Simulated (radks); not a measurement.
Removal energies from the aluminium ion Al+, [Ne] 3s2, by Delta-SCF beside the eigenvalue of the level emptied. Calculated with a radial shooting solver on a logarithmic mesh with Libxc functionals: Dirac Kohn-Sham, relativistic LDA (MacDonald-Vosko exchange, VWN5 correlation), spin-unpolarised, spherical densities, finite nucleus; Fermi nuclear charge, rms radius of each element as measured or else 0.836 A^(1/3) + 0.57 fm. Sub-shells are occupied by j as written (lower j first in brackets).

removed from,final configuration,Delta-SCF (eV),-eigenvalue (eV)
3s1/2,[Ne] 3s1,19.364,14.911
2p3/2,"[He] 2s2 2p(1/2: 2, 3/2: 3) 3s2",92.756,77.938
2p1/2,"[He] 2s2 2p(1/2: 1, 3/2: 4) 3s2",93.239,78.379
2s1/2,[He] 2s1 2p6 3s2,129.95,115.77
